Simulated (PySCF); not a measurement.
Ga(Br)(OH)2 (BrGaH2O2), SMILES [OH][Ga]([OH])[Br].

Coordinates come from a PBE-D3(BJ)/def2-SVP optimisation. One conformer was computed; it need not be the lowest.

Calculation: PBE-D3(BJ)/def2-SVP run with PySCF.

Frequencies are harmonic and unscaled.

Q: List the normal modes with their intensities. (The exact figures need the calculation; the answer reports its results.)

A: 
```json
[
 {"mode": "1", "ν (cm⁻¹)": "123", "IR (km/mol)": "5.2", "moving atoms (share of kinetic energy)": "O 54 %, Ga 24 %, Br 14 %"},
 {"mode": "2", "ν (cm⁻¹)": "159", "IR (km/mol)": "11.1", "moving atoms (share of kinetic energy)": "Ga 47 %, O 45 %"},
 {"mode": "3", "ν (cm⁻¹)": "165", "IR (km/mol)": "18.7", "moving atoms (share of kinetic energy)": "O 75 %, H 12 %, Br 9 %"},
 {"mode": "4", "ν (cm⁻¹)": "298", "IR (km/mol)": "27.6", "moving atoms (share of kinetic energy)": "Br 48 %, Ga 44 %"},
 {"mode": "5", "ν (cm⁻¹)": "309", "IR (km/mol)": "192.7", "moving atoms (share of kinetic energy)": "H 93 %"},
 {"mode": "6", "ν (cm⁻¹)": "339", "IR (km/mol)": "3.2", "moving atoms (share of kinetic energy)": "H 91 %, O 9 %"},
 {"mode": "7", "ν (cm⁻¹)": "663", "IR (km/mol)": "57.9", "moving atoms (share of kinetic energy)": "O 86 %, Ga 13 %"},
 {"mode": "8", "ν (cm⁻¹)": "713", "IR (km/mol)": "91.2", "moving atoms (share of kinetic energy)": "O 74 %, Ga 24 %"},
 {"mode": "9", "ν (cm⁻¹)": "819", "IR (km/mol)": "59.4", "moving atoms (share of kinetic energy)": "H 92 %"},
 {"mode": "10", "ν (cm⁻¹)": "852", "IR (km/mol)": "112.6", "moving atoms (share of kinetic energy)": "H 90 %"},
 {"mode": "11", "ν (cm⁻¹)": "3716", "IR (km/mol)": "74.2", "moving atoms (share of kinetic energy)": "H 94 %"},
 {"mode": "12", "ν (cm⁻¹)": "3728", "IR (km/mol)": "61.0", "moving atoms (share of kinetic energy)": "H 94 %"}
]
```
